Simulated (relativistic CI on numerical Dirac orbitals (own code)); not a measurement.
Ions with 1 electrons, Nb40+ to Nd59+

These numbers are calculated, not measured: Dirac equation for one electron, model QED (radiative potential, 1s self-energy scaled to tabulated hydrogen-like ionisation energies) (own radial code, finite nucleus).

Configuration list: 1s, 2s, 2p, 3s, 3p, 3d. Levels of other configurations are missing.

Energies above each ion's lowest level, in eV. Levels are followed by their leading LS label, which can pass from one level to another where the coupling changes.

```csv
Ion,1s 2S_1/2,2p 2P°_1/2,2s 2S_1/2,2p 2P°_3/2,3p 2P°_1/2
Nb40+,0,17503,17506,17639,20788
Mo41+,0,18387,18390,18537,21840
Tc42+,?,?,?,?,?
Ru43+,0,20224,20228,20406,24027
Rh44+,0,21178,21182,21378,25164
Pd45+,0,22156,22160,22374,26329
Ag46+,0,23157,23162,23396,27522
Cd47+,0,24183,24188,24444,28745
In48+,0,25234,25239,25518,29997
Sn49+,0,26308,26314,26618,31279
Sb50+,0,27408,27414,27744,32590
Te51+,0,28532,28539,28897,33932
I52+,0,29682,29689,30077,35304
Xe53+,0,30857,30864,31284,36707
Cs54+,0,32057,32065,32519,38140
Ba55+,0,33284,33292,33782,39605
La56+,0,34536,34545,35074,41102
Ce57+,0,35815,35825,36394,42631
Pr58+,0,37121,37131,37743,44192
Nd59+,0,38454,38464,39122,45786
```

(1) Fill in the row of Tc42+.

The lowest level keeps the configuration 1s and J = 1/2 throughout.

Between Z = 57 and 60 the energy of 2p 2P°_1/2 follows a local power law Z^2.1. For orientation: electrostatic splittings inside a shell grow about linearly with the screened charge, excitations that change n as its square, and fine structure as its fourth power; written in Z itself the exponents are larger, since the screened charge grows faster in proportion.

## Answers

(1) 1s 2S_1/2 0, 2p 2P°_1/2 19294, 2s 2S_1/2 19297, 2p 2P°_3/2 19459, 3p 2P°_1/2 22920 (eV).
